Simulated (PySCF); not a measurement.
**Spinor energies of Zn²⁺ (zinc, charge +2)**

Start: [Ar] 3d10. Calculated with PySCF 2.14 in x2c-SVPall-2c with one added diffuse shell each of s, d type (6s5p4d1f, 48 functions): generalised Hartree-Fock with the X2C-1e Hamiltonian and a Gaussian nucleus; one run each with spin-orbit coupling (SO) switched off, then screened by Boettger's factors. This is a chosen level, not necessarily the ground level.

| spinor shell | electrons | ε, spin-free (eV) | ε, screened SO (eV) | weight of nominal j (screened SO) | rms radius, screened SO (bohr) |
| --- | --- | --- | --- | --- | --- |
| 1s1/2 | 2 | -9747.6 | -9747.5 | 1.000 | 0.0581 |
| 2s1/2 | 2 | -1253.3 | -1253.3 | 1.000 | 0.245 |
| 2p1/2 | 2 | -1085.3 | -1101.7 | 1.000 | 0.217 |
| 2p3/2 | 4 | -1085.3 | -1077.3 | 1.000 | 0.220 |
| 3s1/2 | 2 | -178.31 | -178.31 | 1.000 | 0.733 |
| 3p1/2 | 2 | -126.29 | -128.52 | 1.000 | 0.773 |
| 3p3/2 | 4 | -126.29 | -125.20 | 1.000 | 0.780 |
| 3d3/2 | 4 | -41.510 | -41.755 | 1.000 | 0.982 |
| 3d5/2 | 6 | -41.510 | -41.346 | 1.000 | 0.989 |

```
   quantity    spin-free  screened SO
E (hartree)  -1793.04479  -1793.08446
        M_J            0            0
       ⟨J²⟩        0.000        0.000
       ⟨L²⟩        0.000        0.001
       ⟨S²⟩        0.000        0.001
```

Without spin-orbit coupling the j labels of p, d and f shells carry no meaning; the spin-free column gives the mean over the occupied spinors of each nl shell.
